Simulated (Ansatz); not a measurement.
A run for Ansatz (a program for electronic structure): U-B3LYP/def2-TZVPP on AlS, 2S+1 = 2, a spin state set in the input, which need not be the lowest, a point of a bond scan (R = 2.039 Å).

Ansatz 0.2 input:
```yaml
crystal:
  periodic: [false, false, false]
  atoms:
    - {symbol: Al, position_ang: [0.00000000, 0.00000000, 0.00000000]}
    - {symbol: S, position_ang: [0.00000000, 0.00000000, 2.03938300]}
basis:
  gaussian:
    orbitals: def2-TZVPP
    pivot_positions_ang: [[0.00000000, 0.00000000, 0.00000000], [0.00000000, 0.00000000, 2.03938300]]
hamiltonian:
  xc: {name: B3LYP}
magnetization: {spin_polarized: true, initial_magnetization: 1}
output: {forces: true, orbitals: {seedname: ./end}}
```

Give the final energy of this run.

-640.6707 hartree.
